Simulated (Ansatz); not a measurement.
Mo3S7⁻, relaxed as a doublet with UKS r2SCAN-D4/def2-SVP in Ansatz, starting from the GFN2-xTB geometry. Force threshold 0.03 eV/Å.

In the def2 sets Mo takes a core potential; there is no spin–orbit coupling. Another isomer (doublet) lies 0.99 eV lower at PBE0-D4/def2-SVP; other spin states weren't run for this one.

Start:

| atom | x (Å) | y (Å) | z (Å) |
| --- | --- | --- | --- |
| Mo1 | 0.040 | -1.034 | -0.458 |
| Mo2 | -1.164 | 0.996 | 0.406 |
| Mo3 | 1.576 | 0.937 | 0.343 |
| S4 | -1.610 | -2.202 | -1.724 |
| S5 | -0.053 | 1.110 | -1.688 |
| S6 | 3.350 | 1.919 | -0.400 |
| S7 | -3.304 | 0.993 | 0.574 |
| S8 | 1.883 | -1.239 | 1.017 |
| S9 | 0.174 | 1.754 | 2.103 |
| S10 | -0.893 | -3.233 | -0.172 |

(1) Estimate the energy that the relaxation releases and the steps that it takes.

(2) Does the start keep its bonding and symmetry?

(3) Predict the relaxed structure.

Answers

(1) 39.1 kJ/mol, in 10 steps; 2.2 min on 6 threads of Intel Xeon on a shared host. No frequencies were taken in this run, so the end may be a saddle point.

(2) By distances, no bond broke or formed. The bond that changes most is Mo3–S5, from 2.61 to 2.43 Å (atoms count from 1).

(3) 
```xyz
10

Mo   -0.090   -0.962   -0.369
Mo   -1.236    1.086    0.425
Mo    1.597    0.943    0.332
S    -1.368   -2.158   -1.991
S     0.085    1.092   -1.559
S     3.414    1.785   -0.495
S    -3.299    0.569    0.798
S     1.748   -1.210    1.064
S     0.250    1.965    1.960
S    -1.100   -3.109   -0.165
```
Bond lengths (bridged metal pairs left out): 11 × Mo–S 2.16 to 2.43 Å; 1 × S–S 2.08 Å.
